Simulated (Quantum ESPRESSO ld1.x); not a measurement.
The numbers below are computed, except where a source is named.
Question: All-electron atom: Hg49+ in [Ar] 3d10 4s2 4p1. Code: ld1.x of Quantum ESPRESSO 7.5. Model: Dirac Kohn-Sham, PBE, spin-unpolarised, spherical densities, point nucleus; open shells are shared between the two j in proportion to 2j + 1. Some entries of the table are withheld. Estimate them.

orbital,occ.,eigenvalue (eV),r(max) (bohr)
1s1/2,2,-85682.2,(1)
2s1/2,2,-17298.6,0.059
2p1/2,2,-16710.8,(2)
2p3/2,4,-14754.9,(3)
3s1/2,2,-5955.98,(4)
3p1/2,2,-5698.50,0.154
3p3/2,4,-5246.87,0.168
3d3/2,4,(5),0.131
3d5/2,6,(6),0.135
4s1/2,2,-2901.92,0.348
4p1/2,0.333333,-2790.51,0.343
4p3/2,0.666667,-2637.27,0.366

Answer: 
(1) 1s1/2 r(max) (bohr): 0.010
(2) 2p1/2 r(max) (bohr): 0.044
(3) 2p3/2 r(max) (bohr): 0.051
(4) 3s1/2 r(max) (bohr): 0.166
(5) 3d3/2 eigenvalue (eV): -4833.77
(6) 3d5/2 eigenvalue (eV): -4735.49
